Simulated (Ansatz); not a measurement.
Ansatz results at the PBE0-D4/def2-TZVP geometry: size of the dipole moment (B3LYP/def2-TZVPP) 2.12 D; size of the dipole moment (PBE/def2-TZVPP) 2.09 D; size of the dipole moment (ωB97M-V/def2-TZVPP) 2.15 D.

Each molecule was computed in one conformer, which needn't be the lowest.

(1) Which molecule gave them?
A. `[CH2][SiH3]`•
B. `Cl[SiH][SiH2]Cl`•
C. `C[S][In][CH3]`•
D. `[CH3][Sn]([F])[SeH]`•

Results:

(1) C. The others give `[CH3][Sn]([F])[SeH]`•: 2.58, 2.38, 2.62; `Cl[SiH][SiH2]Cl`•: 0.14, 0.18, 0.11; `[CH2][SiH3]`•: 0.67, 0.65, 0.71.

B3LYP here is the variant with VWN-RPA as its local correlation; programs differ in this.
